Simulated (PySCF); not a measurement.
C₂H₂F, doublet, geometry from GFN2-xTB; DF-M062X/def2-TZVP run with PySCF.

Here is a job for PySCF.
```python
from pyscf import gto, scf, dft

mol = gto.Mole()
mol.atom = '''
    C     0.03831317    0.37748676   -0.00198934
    C     1.23935301   -0.08688495   -0.03729312
    F    -1.07331666   -0.38169762    0.03330233
    H    -0.24782299    1.43729641    0.00433304
    H     2.24167587    0.25437132   -0.06835927
'''
mol.basis = 'def2-tzvp'
mol.spin = 1
mol.verbose = 4
mol.build()

mf = dft.UKS(mol)
mf.xc = 'm062x'
mf = mf.density_fit(auxbasis='def2-universal-jkfit')
mf.kernel()
```

**Question.** Write the output that PySCF gives for this input, abridged.

**Answer.** 
```
PySCF version 2.14.0

[INPUT] verbose = 4
[INPUT] num. atoms = 5
[INPUT] num. electrons = 23
[INPUT] charge = 0
[INPUT] spin (= nelec alpha-beta = 2S) = 1
[INPUT] symmetry False subgroup None
[INPUT] Mole.unit = angstrom
[INPUT] Symbol           X                Y                Z      unit          X                Y                Z       unit  Magmom
[INPUT]  1 C      0.038313170000   0.377486760000  -0.001989340000 AA    0.072401398264   0.713346592049  -0.003759307769 Bohr   0.0
[INPUT]  2 C      1.239353010000  -0.086884950000  -0.037293120000 AA    2.342037760555  -0.164188759847  -0.070473783131 Bohr   0.0
[INPUT]  3 F     -1.073316660000  -0.381697620000   0.033302330000 AA   -2.028274532333  -0.721303964198   0.062932283010 Bohr   0.0
[INPUT]  4 H     -0.247822990000   1.437296410000   0.004333040000 AA   -0.468317578471   2.716096574721   0.008188258887 Bohr   0.0
[INPUT]  5 H      2.241675870000   0.254371320000  -0.068359270000 AA    4.236153454346   0.480692128744  -0.129180298375 Bohr   0.0

nuclear repulsion = 61.065224425223
number of shells = 41
number of NR pGTOs = 154
number of NR cGTOs = 105
basis = def2-tzvp
ecp = {}

******** <class 'pyscf.df.df_jk.DFUKS'> ********
method = DFUKS
initial guess = minao
damping factor = 0
level_shift factor = 0
DIIS = <class 'pyscf.scf.diis.CDIIS'>
diis_start_cycle = 1
diis_space = 8
diis_damp = 0
SCF conv_tol = 1e-09
SCF conv_tol_grad = None
SCF max_cycles = 50
direct_scf = False
number electrons alpha = 12  beta = 11
XC library pyscf.dft.libxc version 7.1.2
    S. Lehtola, C. Steigemann, M. J. T. Oliveira, and M. A. L. Marques,  SoftwareX 7, 1–5 (2018)
XC functionals = m062x
    Y. Zhao and D. G. Truhlar,  Theor. Chem. Acc. 120, 215 (2008)
    Y. Zhao and D. G. Truhlar,  Theor. Chem. Acc. 120, 215 (2008)
radial grids:
    Treutler-Ahlrichs [JCP 102, 346 (1995); DOI:10.1063/1.469408] (M4) radial grids

becke partition: Becke, JCP 88, 2547 (1988); DOI:10.1063/1.454033
pruning grids: <function nwchem_prune>
grids dens level: 3
symmetrized grids: False
atomic radii adjust function: <function treutler_atomic_radii_adjust>
small_rho_cutoff = 0
Set gradient conv threshold to 3.16228e-05
tot grids = 62120
******** <class 'pyscf.df.df.DF'> ********
auxbasis = def2-universal-jkfit
init E= -177.462773681451

cycle= 1 E= -177.095831105832  delta_E= 0.367  |g|= 0.295  |ddm|= 1.21
cycle= 2 E= -177.101554330883  delta_E= -0.00572  |g|= 0.331  |ddm|= 0.385
cycle= 3 E= -177.133688544669  delta_E= -0.0321  |g|= 0.0338  |ddm|= 0.176
cycle= 4 E= -177.134649410246  delta_E= -0.000961  |g|= 0.0127  |ddm|= 0.0383
cycle= 5 E= -177.134918242281  delta_E= -0.000269  |g|= 0.00774  |ddm|= 0.0234
cycle= 6 E= -177.134984120105  delta_E= -6.59e-05  |g|= 0.00392  |ddm|= 0.00995
cycle= 7 E= -177.135012047453  delta_E= -2.79e-05  |g|= 0.00142  |ddm|= 0.007
cycle= 8 E= -177.135018300438  delta_E= -6.25e-06  |g|= 0.000722  |ddm|= 0.00335
cycle= 9 E= -177.135020283534  delta_E= -1.98e-06  |g|= 0.000251  |ddm|= 0.00235
cycle= 10 E= -177.135020501193  delta_E= -2.18e-07  |g|= 4.96e-05  |ddm|= 0.000947
cycle= 11 E= -177.135020505196  delta_E= -4e-09  |g|= 1.5e-05  |ddm|= 0.000122
cycle= 12 E= -177.135020505388  delta_E= -1.91e-10  |g|= 4.73e-06  |ddm|= 2.46e-05
Extra cycle  E= -177.135020505397  delta_E= -9.27e-12  |g|= 4.49e-06  |ddm|= 5.82e-06
converged SCF energy = -177.135020505397  <S^2> = 0.76373146  2S+1 = 2.0136846
```
